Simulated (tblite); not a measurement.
Compound: C₄H₃ClF₃O (charge +1).
Numbering: `[O+:1]#[C:2][C@H:3]([Cl:4])[CH2:5][C:6]([F:7])([F:8])[F:9]` (hydrogens: H10 on C3; H11, H12 on C5)
Bond orders are those of one Lewis drawing.

Computed with GFN2-xTB (tblite), gas phase: Langevin dynamics at 400 K from the optimised GFN2-xTB geometry, time step 0.5 fs, friction 0.01 fs⁻¹, 2000 steps. Over the second half of the run the saved frames average 373 K.

The optimised geometry, where the run starts:
```
atom  x, y, z in Å
O1      1.182    2.389   -0.729
C2      1.109    1.355   -0.312
C3      1.141    0.018    0.138
Cl4     1.632   -0.597   -1.549
C5     -0.142   -0.598    0.690
C6     -1.361   -0.233   -0.175
F7     -1.281    1.077   -0.510
F8     -1.393   -0.914   -1.313
F9     -2.490   -0.423    0.473
H10     1.982   -0.155    0.828
H11    -0.329   -0.230    1.705
H12    -0.047   -1.687    0.729
```

t = 125 fs, T = 262 K, E(pot) 0.483 eV above the start
```
atom  x, y, z in Å  |  force x, y, z in eV/Å
O1      0.717    2.606   -0.694   -0.429   2.781  -0.783
C2      0.806    1.632   -0.197    0.904  -3.223   1.045
C3      0.965    0.269    0.227   -1.892   0.473  -0.280
Cl4     1.252   -0.112   -1.568   -0.057  -0.494  -0.052
C5     -0.359   -0.280    0.951    2.613   1.409  -0.197
C6     -1.527   -0.245    0.012   -0.178  -1.990   0.894
F7     -1.726    0.900   -0.564    0.217   1.003  -0.934
F8     -1.301   -1.230   -0.878   -0.714   0.419  -0.401
F9     -2.611   -0.515    0.719   -0.537  -0.336  -0.120
H10     1.843   -0.042    0.748    0.635   0.133   0.571
H11    -0.491    0.440    1.748   -0.351   0.120   0.491
H12    -0.160   -1.250    1.393   -0.212  -0.294  -0.233
```

t = 325 fs, T = 327 K, E(pot) 0.587 eV above the start
```
atom  x, y, z in Å  |  force x, y, z in eV/Å
O1      0.048    2.492   -0.494   -1.407   5.855  -2.128
C2      0.308    1.523   -0.114    1.318  -5.100   1.757
C3      0.689    0.223    0.244    0.219  -0.487  -0.295
Cl4     1.088   -0.264   -1.479   -0.067  -0.224  -0.581
C5     -0.402   -0.562    0.954   -0.039   0.986  -0.960
C6     -1.808   -0.491    0.333    1.675   1.576  -1.337
F7     -1.916    0.616   -0.512   -0.050  -0.024   0.945
F8     -2.085   -1.463   -0.453   -0.289  -1.697  -0.859
F9     -2.621   -0.439    1.306   -2.081   0.441   1.280
H10     1.663    0.207    0.735    0.030  -0.070   0.498
H11    -0.452   -0.061    1.889   -0.272   0.020   1.331
H12    -0.284   -1.606    1.033    0.964  -1.276   0.350
```

t = 375 fs, T = 228 K, E(pot) 0.455 eV above the start
```
atom  x, y, z in Å  |  force x, y, z in eV/Å
O1      0.036    2.597   -0.311   -0.078  -1.770   0.475
C2      0.182    1.511   -0.022    0.209   2.891  -0.777
C3      0.644    0.235    0.202   -0.098  -2.424   1.945
Cl4     0.922   -0.351   -1.466    0.378   0.057  -0.988
C5     -0.370   -0.751    0.894   -0.979   0.138   0.760
C6     -1.814   -0.549    0.340   -0.655  -0.671   0.164
F7     -1.839    0.501   -0.469   -0.057   1.000  -0.473
F8     -2.211   -1.587   -0.395    0.319  -0.059   0.050
F9     -2.779   -0.366    1.245    0.751   0.072   0.083
H10     1.565    0.122    0.860   -0.495   0.513  -0.708
H11    -0.407   -0.536    2.010    0.147  -0.581  -1.155
H12    -0.200   -1.826    0.626    0.558   0.832   0.625
```

t = 425 fs, T = 517 K, E(pot) 0.465 eV above the start
```
atom  x, y, z in Å  |  force x, y, z in eV/Å
O1      0.186    2.392   -0.090   -0.083   1.312  -0.300
C2      0.381    1.325    0.125    0.153  -1.817   0.431
C3      0.604   -0.058    0.359    0.059   0.309  -0.528
Cl4     0.890   -0.312   -1.500   -0.297  -0.036   0.215
C5     -0.501   -0.855    1.033   -0.572  -0.801  -1.746
C6     -1.882   -0.649    0.321    0.661   1.258   0.912
F7     -1.803    0.436   -0.476   -0.128   1.167   0.371
F8     -2.208   -1.550   -0.517   -0.906  -2.056  -0.364
F9     -2.786   -0.402    1.306    0.257  -0.409  -1.294
H10     1.585   -0.310    0.744    0.271   0.135   0.528
H11    -0.793   -0.478    1.976    0.670   0.236   1.573
H12    -0.260   -1.943    1.030   -0.086   0.701   0.202
```

t = 500 fs, T = 387 K, E(pot) 0.445 eV above the start
```
atom  x, y, z in Å  |  force x, y, z in eV/Å
O1      0.427    2.248    0.313   -0.328   2.708   0.061
C2      0.449    1.159    0.427    0.553  -2.827  -0.878
C3      0.684   -0.230    0.299    1.189  -0.215   0.223
Cl4     0.892   -0.498   -1.540   -0.141   0.331   0.397
C5     -0.362   -1.119    0.919    0.003  -0.901   2.068
C6     -1.767   -0.821    0.404   -0.274   1.088  -1.052
F7     -1.767    0.346   -0.311    0.464   0.633   0.213
F8     -2.100   -1.687   -0.531   -0.639  -0.760   0.467
F9     -2.686   -0.586    1.331    0.276  -0.909  -0.135
H10     1.712   -0.471    0.735   -0.870   0.250  -0.267
H11    -0.348   -0.915    2.052   -0.101  -0.482  -1.281
H12    -0.146   -2.215    0.744   -0.133   1.085   0.184
```

t = 675 fs, T = 341 K, E(pot) 0.292 eV above the start
```
atom  x, y, z in Å  |  force x, y, z in eV/Å
O1      0.355    2.030    0.016    0.484   0.043  -0.135
C2      0.523    0.927    0.071   -1.218  -0.754   0.284
C3      0.595   -0.494    0.124    0.845   0.616  -0.348
Cl4     0.801   -0.508   -1.735   -0.049  -0.021   0.125
C5     -0.446   -1.405    0.723   -1.006   0.151  -2.214
C6     -1.899   -0.961    0.334    0.876   0.486   1.786
F7     -1.913    0.381    0.081   -0.119  -0.401   0.442
F8     -2.312   -1.536   -0.727   -0.692  -0.841  -1.336
F9     -2.694   -1.251    1.375    0.035   0.443  -0.621
H10     1.516   -0.792    0.612    0.779  -0.105  -0.078
H11    -0.329   -1.397    1.754   -0.013   0.024   2.104
H12    -0.318   -2.446    0.373    0.078   0.358  -0.008
```

t = 750 fs, T = 408 K, E(pot) 0.529 eV above the start
```
atom  x, y, z in Å  |  force x, y, z in eV/Å
O1      0.412    2.054    0.002    0.674  -2.741   0.169
C2      0.560    0.917    0.037   -1.182   6.716  -0.124
C3      0.658   -0.405    0.066    1.315  -3.519   0.245
Cl4     0.715   -0.318   -1.858    0.172  -0.220   0.419
C5     -0.517   -1.241    0.553    1.081  -1.465   1.487
C6     -1.906   -0.830    0.158    0.147   1.265  -0.242
F7     -1.904    0.534   -0.076   -0.460  -0.854  -0.057
F8     -2.179   -1.476   -0.950   -0.901   0.212  -0.784
F9     -2.809   -1.097    1.074    0.005   0.109  -0.085
H10     1.679   -0.759    0.513   -1.361   0.188  -0.746
H11    -0.530   -1.344    1.678    0.375   0.059  -0.848
H12    -0.396   -2.248    0.092    0.137   0.249   0.566
```

t = 950 fs, T = 487 K, E(pot) 0.471 eV above the start
```
atom  x, y, z in Å  |  force x, y, z in eV/Å
O1      0.511    1.902    0.596   -0.290  -1.893   0.184
C2      0.396    0.777    0.562    0.276   1.444  -0.642
C3      0.485   -0.618    0.286    2.670   1.348  -0.400
Cl4     1.057   -0.501   -1.470    0.238   0.496  -0.459
C5     -0.657   -1.489    0.366   -2.279  -1.458   2.397
C6     -1.949   -0.770   -0.094   -0.364  -1.081  -1.107
F7     -1.979    0.486    0.354   -0.184  -0.122   0.168
F8     -1.930   -0.671   -1.471   -0.402  -0.179   1.473
F9     -3.029   -1.478    0.316    1.002   1.113  -0.622
H10     1.412   -0.987    0.798   -0.503   0.002   0.098
H11    -0.765   -1.688    1.508   -0.326  -0.251  -1.599
H12    -0.590   -2.444   -0.204    0.163   0.581   0.509
```

t = 1000 fs
```
atom  x, y, z in Å
O1      0.223    1.729    0.750
C2      0.328    0.614    0.593
C3      0.588   -0.783    0.236
Cl4     1.289   -0.417   -1.422
C5     -0.670   -1.716    0.332
C6     -1.867   -0.927   -0.131
F7     -1.839    0.179    0.648
F8     -1.722   -0.696   -1.503
F9     -3.052   -1.457    0.076
H10     1.408   -1.049    0.863
H11    -0.874   -2.046    1.332
H12    -0.319   -2.398   -0.389
```

Question: Estimate the potential energy and the forces of this last frame.

Answer: 0.697 eV above the start.

```csv
atom,Fx (eV/Å),Fy (eV/Å),Fz (eV/Å)
O1,0.520,-1.784,-0.252
C2,-0.087,0.826,-0.292
C3,-1.282,2.320,0.847
Cl4,-0.217,-0.060,-0.017
C5,1.562,1.227,-0.374
C6,-0.392,-0.391,-1.259
F7,-0.477,0.794,-0.799
F8,-0.502,0.481,2.011
F9,0.376,-0.185,-0.293
H10,0.727,-0.838,0.600
H11,0.223,-0.506,0.427
H12,-0.453,-1.882,-0.599
```

The bond farthest from its length at the start is C6–F8 (1.400 against 1.326 Å), and half the difference of its two atoms' forces along it is -1.54 eV/Å (positive lengthens). The largest atomic force is 2.78 eV/Å.

The cost below is that of the whole dynamics run. The run took 20 s on an Arm Neoverse N1 with one thread (shared host), and the process peaked at 0.18 GiB of memory.
